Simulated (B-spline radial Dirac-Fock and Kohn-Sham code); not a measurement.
Core and valence levels of Ir⁶⁶⁺

System: Ir⁶⁶⁺, [Ne] 3s1; nuclear rms radius 5.4032 fm (A = 193).

The computed values come from a radial atomic solver: relaxed Dirac-Fock hole states (ΔSCF) with Breit and QED corrections and a finite nucleus. Electron correlation is not included. Energies are counted from the vacuum level. Subshells whose hole state is unreliable or did not converge are left out.

All terms are in eV, carry their sign (relaxation lowers the binding energy) and add up to the binding energy; ⟨r⟩ is the mean radius of the orbital in the initial state.

| subshell | −ε (Koopmans) | relaxation | Gaunt | retardation | QED | binding energy | ⟨r⟩ (bohr) |
| --- | --- | --- | --- | --- | --- | --- | --- |
| 2p1/2 | 18583.1 | -5.19 | -52.74 | 4.99 | -0.59 | 18529.6 | 0.059 |
| 2p3/2 | 16897.1 | -3.76 | -34.66 | 7.45 | -2.57 | 16863.6 | 0.067 |
| 3s | 7864.0 | -0.12 | -8.04 | 0.93 | -6.06 | 7850.8 | 0.173 |

For the deepest level, L2 (2p1/2), the Breit terms make up -0.258 % of the binding energy, QED -0.003 % and orbital relaxation -0.028 %.

Spin-orbit splittings: 2p 1666.0 eV.

Going to the tabulated ground configuration of the next ion removes an electron from M1 (3s), computed at 7850.8 eV. NIST lists 7850 ± 40 eV as the ionisation energy of this species (theoretical), -0.76 eV from the computed value, within the stated uncertainty.
